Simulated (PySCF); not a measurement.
3-fluorobuta-1,2-diene (C4H5F), SMILES C=C=C(C)F. Geometry: PBE0-D3(BJ)/def2-SVP.

All values below come from PBE0-D3(BJ)/def2-SVP run with PySCF 2.14.0.

Harmonic wavenumbers (cm⁻¹): 182, 190, 251, 392, 473, 620, 647, 786, 923, 992, 1005, 1045, 1257, 1318, 1397, 1438, 1444, 1502, 2123, 3056, 3129, 3139, 3192, 3217. Rotational constants (GHz): 9.484, 3.602, 2.704; symmetry number 1.

### Question
Work out the zero-point energy and the ideal-gas rigid-rotor harmonic-oscillator thermochemistry at 298.15 K and 1 atm.

### Answer
ZPE = ½ Σ hcν = ½ × 33720 cm⁻¹ = 48.20 kcal/mol. H − E(el) = 52.32 kcal/mol. Entropy in cal/(mol K): translation 38.74, rotation 25.66, vibration 9.51, total 73.91. G − E(el) = 30.29 kcal/mol. Cp = 21.07 cal/(mol K).
